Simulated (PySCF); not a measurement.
aminoborane (BH4N), SMILES BN.

Geometry optimised at PBE-D3(BJ)/def2-TZVP.

All values below come from CAM-B3LYP/def2-TZVPD in PySCF.

Symmetry labels are those of the subgroup C2v that the program uses (full group C2v).

Computed valence orbital energies around the gap with their symmetry:
```json
[
 {"orbital": "HOMO−7", "symmetry": "A1", "energy (eV)": "-391.65"},
 {"orbital": "HOMO−6", "symmetry": "A1", "energy (eV)": "-185.17"},
 {"orbital": "HOMO−5", "symmetry": "A1", "energy (eV)": "-25.87"},
 {"orbital": "HOMO−4", "symmetry": "A1", "energy (eV)": "-16.32"},
 {"orbital": "HOMO−3", "symmetry": "B2", "energy (eV)": "-15.87"},
 {"orbital": "HOMO−2", "symmetry": "A1", "energy (eV)": "-12.56"},
 {"orbital": "HOMO−1", "symmetry": "B2", "energy (eV)": "-10.48"},
 {"orbital": "HOMO", "symmetry": "B1", "energy (eV)": "-10.13"},
 {"orbital": "LUMO", "symmetry": "A1", "energy (eV)": "0.64"},
 {"orbital": "LUMO+1", "symmetry": "B1", "energy (eV)": "1.14"},
 {"orbital": "LUMO+2", "symmetry": "A1", "energy (eV)": "1.63"},
 {"orbital": "LUMO+3", "symmetry": "B2", "energy (eV)": "2.19"}
]
```
